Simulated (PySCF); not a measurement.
Ligand exchange on a metal centre used in film growth or etching (Sc Cl-NH2). All species are isolated molecules in the gas phase. One relaxed conformer stands for each flexible species; it need not be the lowest.

These are TPSSh-D3(BJ)/def2-TZVP // BP86-D3(BJ)/def2-SVP (PySCF) values and carry that method's errors. 

```
species                                     HOMO–LUMO gap (eV)  HOMO (eV)
------------------------------------------  ------------------  ---------
0 of 3 Cl replaced by NH2                                 4.86          ?
1 of 3 Cl replaced by NH2 ([Sc(Cl)2(NH2)])                4.51      -7.29
2 of 3 Cl replaced by NH2                                 4.56      -6.53
3 of 3 Cl replaced by NH2                                 4.51          ?
```

Problem. Complete the blanks.

Solution. 
- 0 of 3 Cl replaced by NH2, HOMO (eV): -8.53
- 3 of 3 Cl replaced by NH2, HOMO (eV): -5.77
